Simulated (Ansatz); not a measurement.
Consider the ligand exchange at the Si–S bond: `S[SiH2][SeH]` + CH₃OH → `CO[SiH2][SeH]` + H₂S.

Calculated with Ansatz (gas phase, PBE0-D4/def2-TZVP geometries, no zero-point term in ΔE). CCSD(T)/CBS is the MP2 limit (def2-TZVPP, def2-QZVPP) plus CCSD(T) − MP2 in def2-TZVPP, frozen cores. This one scheme is used for every species. DFT in def2-TZVPP. For Se outer-core shells are correlated without core-valence functions, which leaves a few kJ/mol of doubt a bond. Scalar relativity is left out up to krypton. One conformer a species, not always the lowest.

| level | ΔE (kJ/mol) | difference from CCSD(T)/CBS |
| --- | --- | --- |
| revPBE-D4 | -21.7 | 12.7 |
| r2SCANh-D4 | -32.0 | 2.4 |
| CAM-B3LYP-D4 | -42.8 | -8.4 |
| B2PLYP | -38.2 | -3.8 |
| r2SCAN | -31.8 | 2.6 |
| PBE0 | -24.5 | 9.9 |
| LC-ωPBE | -31.2 | 3.2 |
| CCSD/def2-SVP | -37.2 | -2.8 |
| CCSD(T)/def2-SVP | -36.5 | -2.1 |
| HF/def2-TZVPP | -47.0 | -12.6 |
| CCSD(T)/CBS | -34.4 | 0 |

Largest T1 diagnostic among the species: 0.010.

Leaving LDA and LC-ωPBE aside and taking each functional with its dispersion term where it has one, the values spread over 21.1 kJ/mol, from CAM-B3LYP-D4 to revPBE-D4. LDA lies −6.8 kJ/mol from PBE without D4. In def2-TZVPP, CCSD(T) changes the Hartree–Fock value by +8.9 kJ/mol (the triples alone add +1.9 kJ/mol) and MP2 by +11.3 kJ/mol. From BLYP to BHLYP (50 % exact exchange), in def2-TZVPP and without D4, ΔE moves by −6.1 kJ/mol.
